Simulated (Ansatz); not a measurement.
Geometry optimisation, Ansatz, RKS PBE-D4/6-31G*.

input.yaml

```yaml
crystal:
  periodic: [false, false, false]
  atoms:
    - { symbol: B, position_ang: [0.0, 0.0, 0.0] }
    - { symbol: H, position_ang: [0.0, 0.0, 1.54] }
    - { symbol: C, position_ang: [1.3856, 0.0, -0.8] }
    - { symbol: H, position_ang: [1.7152, -1.0462, -0.9702] }
    - { symbol: H, position_ang: [1.2491, 0.508, -1.7774] }
    - { symbol: H, position_ang: [2.1552, 0.5381, -0.2082] }
    - { symbol: Cl, position_ang: [-1.6108, 0.0, -0.93] }
    - { symbol: O, position_ang: [-0.2139, 1.6086, 0.5392] }
    - { symbol: H, position_ang: [-1.1525, 1.9139, 0.3252] }
    - { symbol: H, position_ang: [-0.1135, 0.8538, 1.537] }
basis:
  gaussian: { orbitals: "6-31G*" }
hamiltonian:
  xc: pbe
  dispersion: d4
relax:
  f_tol: 0.15
  max_steps: 25
  restrain:
    - { distance: [0, 7], at: 1.41, k: 30.0 }
    - { distance: [9, 1], at: 0.66, k: 30.0 }
    - { distance: [0, 1], at: 2.39, k: 30.0 }
    - { distance: [9, 7], at: 2.21, k: 30.0 }
output:
  orbitals: {}
```

Launched with:

```bash
$ ansatz run input.yaml --threads 1 --pin off --max-ram 2048MiB --backend cpu --events-out ev --progress --plain --runs-dir out
```

**Question.** Where does it end, and by what steps?

**Answer.** The forces met the threshold. The restraints hold the end off the free minimum; the threshold counts their pulls, which the force column leaves out. Restrained pairs: B1–O8 (1.71 → 1.38 Å), H2–H10 (0.86 → 0.71 Å), B1–H2 (1.54 → 2.40 Å), O8–H10 (1.26 → 2.22 Å). After 9 steps the energy has fallen by 3.262 eV (the restraints' own energy left out); B1 moved furthest, 0.77 Å.

```csv
step,energy less start (eV),largest force component (eV/Å),accepted
0,0.0000,4.103,yes
1,-0.5857,5.750,yes
2,-1.8993,5.093,yes
3,-2.7748,2.296,yes
4,-3.1277,1.305,yes
5,-3.2186,1.067,yes
6,-3.2609,1.601,yes
7,-3.2456,1.704,yes
8,-3.2538,1.773,yes
9,-3.2623,1.683,yes
```

```xyz
10
Properties=species:S:1:pos:R:3
B -0.095 0.631 -0.426
H 0.090 -0.300 1.780
C 1.328 0.095 -0.801
H 1.422 -0.993 -0.660
H 1.528 0.290 -1.872
H 2.114 0.602 -0.216
Cl -1.576 -0.294 -0.875
O -0.253 1.862 0.189
H -1.202 2.076 0.297
H 0.057 0.409 1.839
```

The run took 33 s on 1 thread of Arm Neoverse V1, on a shared host, peak memory 0.14 GiB.
